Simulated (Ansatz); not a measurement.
Consider the isomerisation: `CO[C]1=[CH][GeH2]1` → `C#C[O][GeH2][CH3]`.

Gas-phase electronic energies from Ansatz, PBE0-D4/def2-TZVP geometries. CCSD(T)/CBS adds triple-zeta CCSD(T) − MP2 to the extrapolated MP2 energy (def2 sets, frozen cores). For Ge outer-core shells are correlated without core-valence functions, which leaves a few kJ/mol of doubt a bond. Scalar relativity is left out up to krypton. Each species was taken in one conformer, which may not be the lowest.

Problem. Is it downhill or uphill in electronic energy at CCSD(T)/CBS, and by how much? (An estimate is asked.)

Solution. The calculation gave: Downhill: ΔE = -1.22 eV.

Problem. What do these levels give: MP2/def2-TZVPP, CCSD/def2-TZVPP, HF/def2-QZVPP, SCS-MP2/def2-QZVPP, MP2/CBS(def2), CCSD/CBS(def2)? (Best estimate.)

Solution. Ansatz gave: MP2/def2-TZVPP -1.32, CCSD/def2-TZVPP -1.32, HF/def2-QZVPP -1.57, SCS-MP2/def2-QZVPP -1.35, MP2/CBS(def2) -1.29, CCSD/CBS(def2) -1.28 eV.

Largest T1 diagnostic among the species: 0.013.

In def2-TZVPP, CCSD(T) changes the Hartree–Fock value by +0.32 eV (the triples alone add +0.06 eV) and MP2 by +0.25 eV. From PBE to PBE0 (25 % exact exchange), in def2-TZVPP and without D4, ΔE moves by −0.05 eV.
